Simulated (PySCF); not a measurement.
## Ionisation energy of Tl²⁺ by level of theory

Tl²⁺ [Xe] 4f14 5d10 6s1 (2S) → Tl³⁺ [Xe] 4f14 5d10 (1S), as a difference of total energies. Computed with PySCF 2.14 in def2-QZVPPD with the def2 core potential (60 electrons), with a scalar-relativistic core potential. Correlated levels: valence and next inner shell: nothing frozen outside the core potential. The calculations carry no spin-orbit coupling.

| method | ionisation energy (eV) | error (eV) |
| --- | --- | --- |
| UHF | 28.160 | -1.692 |
| MP2 (valence and next inner shell) | 29.906 | +0.054 |
| SCS-MP2 (valence and next inner shell) | 29.646 | -0.206 |
| CCSD (valence and next inner shell) | 29.592 | -0.260 |
| CCSD(T) (valence and next inner shell) | 29.665 | -0.187 |

Reference: 29.852 eV (measured; NIST Atomic Spectra Database, ionization energies).

Errors of the correlated levels include the incompleteness of this basis.
